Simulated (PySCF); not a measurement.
Cl2Pb, SMILES [Cl][Pb][Cl] (connectivity only; charge and spin as stated), charge +1, multiplicity 2.

Coordinates come from a r2SCAN-D4/def2-TZVP optimisation. The multiplicity is an assumed one; other spin states were not compared. The isomer is the one that the SMILES or the coordinates give; other isomers of the formula were not compared. The def2 effective core potentials stand for the cores of Pb; spin–orbit coupling is left out.

All values below come from r2SCAN-D4/def2-TZVP in PySCF.

Frequencies are harmonic and unscaled.

Give all harmonic wavenumbers and intensities. (An estimate is asked for; the answer gives what the named calculation found.)


```json
[
 {"mode": "1", "ν (cm⁻¹)": "178", "IR (km/mol)": "6.0", "moving atoms (share of kinetic energy)": "Cl 88 %, Pb 12 %"},
 {"mode": "2", "ν (cm⁻¹)": "223", "IR (km/mol)": "0.6", "moving atoms (share of kinetic energy)": "Cl 91 %, Pb 9 %"},
 {"mode": "3", "ν (cm⁻¹)": "312", "IR (km/mol)": "25.0", "moving atoms (share of kinetic energy)": "Cl 86 %, Pb 14 %"}
]
```
